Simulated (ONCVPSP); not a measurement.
Configuration tests for thulium (ONCV)

```json
{"Element": "thulium (Tm)", "Generator": "ONCVPSP 4.0.1", "Type": "optimised norm-conserving Vanderbilt (ONCV)", "Functional": "PBEsol", "Relativity": "scalar-relativistic", "Frozen core": "[Kr] 4d10 4f12", "Valence charge": "11", "Reference configuration": "5s2 5p6 5d1 6s2", "Partial waves": "5s+6s: rc 2.35 bohr, ncon 4, nbas 9, qcut 5.7 1/bohr, 2 projectors; 5p: rc 2.10 bohr, ncon 5, nbas 8, qcut 5.5 1/bohr, 3 projectors, debl 3.5 Ha; 5d: rc 3.25 bohr, ncon 5, nbas 9, qcut 4.2 1/bohr, 2 projectors, debl 0.5 Ha", "Local potential": "polynomial inside 2.00 bohr (lpopt 4, dvloc0 0 Ha)", "Core correction": "Teter function fitted to the true core (icmod 2), fcfact 0.2"}
```

Energies are relative to the spin-unpolarised reference configuration 5s2 5p6 5d1 6s2; without spin polarisation the order of configurations can differ from experiment. Not all tests gave a result: 1 of 4 tests not solved or not reliable.

```csv
valence configuration,charge,ΔE all-electron (eV),error AE − PS (meV)
5s2 5p6 5d1 6s1,+1,7.175,-2.0
5s2 5p6 5d1 6s0,+2,20.052,-6.8
5s2 5p6 5d1 6s1 6p1,0,3.281,-0.7
```

Levels in the configuration 5s2 5p6 5d1 6s0:

```csv
level,all-electron (eV),pseudo (eV)
5s,-72.159,-72.416
5p,-44.828,-44.980
5d,-15.077,-15.113
```
